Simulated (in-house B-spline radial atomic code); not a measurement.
Cu⁺. Computed with a B-spline radial atomic code. Model: non-relativistic spherical atom: semilocal Troullier-Martins pseudo-atom, one channel per l, against all electrons, high spin, G0W0 and RPA with empty states to l = 8, local potential for every l without a channel, a model core (radius 0 = none) keeps its share of the functional.

What the tables leave out is listed at the end.

The pseudopotential gives back the lowest level of each angular momentum of its own functional in the configuration it was made in; a second state of the same l is only approximately right. Exact exchange, RPA and GW see the smooth pseudo-orbitals and miss the exchange with the core, for which the functional's share stands in. The column with an uncorrelated core keeps all orbitals and exact exchange, and so separates missing core correlation from pseudisation. Only the three outermost levels and the lowest empty one were computed. RPA here is direct RPA, with no exchange kernel, and its energies carry an (l + 1/2)⁻⁴ tail. A hybrid on a potential with a model core restores only its own semilocal share of the core's exchange.

Command:
```bash
python run_psgw.py task.json out
```
Settings (lengths in bohr, energies in hartree):
```
Z                      29
electrons              28
configuration          [Ar] 3d10
generated_in           [Ar] 3d10 4s1
functional             lda,vwn
core_shells            4
radius_factor          1.15
core_correction        True
```

Run time, properties included: 25 s on 1 thread of Arm Neoverse N1, with other jobs on the host.

Given: made with LDA VWN5; model core radius 0.338 bohr; local radius 1.011 bohr; mean-field start LDA VWN5.

Valence shells of the generating configuration: 3p, 3d, 4s.

Channel: s 2.643, p 0.723, d 2.084 (radii in bohr).

Computed: largest level miss in the spin-unpolarised generating configuration 0 eV; valence RPA correlation energy all-electron orbitals -1.2204 hartree; valence RPA correlation energy pseudo -1.2402 hartree; pseudo-atom RPA polarisability 6.8436 bohr³.

```tsv
level	occupied	mean-field all-electron (eV)	mean-field pseudo minus all (eV)	G0W0 all-electron (eV)	G0W0 uncorrelated core minus all (eV)	G0W0 pseudo minus all (eV)	exchange self-energy all-electron (eV)	exchange self-energy pseudo (eV)
3d	1	-14.104	-0.077	-20.313	0.098	0.361	-46.216	-36.303
4s (empty)	0	-11.831	0.01	-7.8276	-0.058	-0.993	-3.1602	-4.0157
```

Problem. What is the all-electron RPA polarisability, core included?

Solution. 6.7433 bohr³.

Given: mean-field start PBE0.

Computed: valence RPA correlation energy all-electron orbitals -1.1564 hartree; valence RPA correlation energy pseudo -1.1866 hartree; all-electron RPA polarisability, core included 5.349 bohr³.

```json
{"level": "3d", "occupied": "1", "mean-field all-electron (eV)": "-15.954", "mean-field pseudo minus all (eV)": "-0.028", "G0W0 all-electron (eV)": "-20.396", "G0W0 uncorrelated core minus all (eV)": "0.101", "G0W0 pseudo minus all (eV)": "1.033", "exchange self-energy all-electron (eV)": "-46.522", "exchange self-energy pseudo (eV)": "-36.651"}
{"level": "4s (empty)", "occupied": "0", "mean-field all-electron (eV)": "-10.169", "mean-field pseudo minus all (eV)": "-0.314", "G0W0 all-electron (eV)": "-7.6212", "G0W0 uncorrelated core minus all (eV)": "-0.049", "G0W0 pseudo minus all (eV)": "-0.926", "exchange self-energy all-electron (eV)": "-2.6749", "exchange self-energy pseudo (eV)": "-3.823"}
```

Problem. What is the pseudo-atom RPA polarisability?

Solution. 5.4926 bohr³.

Among the listed levels the largest G0W0 shift of the pseudo-atom is +1.03 eV, for 3d on the PBE0 start, while leaving the core uncorrelated moves that level by +0.10 eV. So pseudisation and the lost core exchange, not the missing core correlation, make the error. Not in the tables (levels of low weight, unsolved or above zero; the highest and the empty levels are kept at any weight): on LDA the G0W0 levels 3p (pseudo minus all +0.90 eV, weights 0.36 and 0.01); on PBE0 the G0W0 levels 3p (pseudo minus all +6.68 eV, weights 0.10 and 0.18); no Hartree-Fock pseudo-atom is run with a model core.
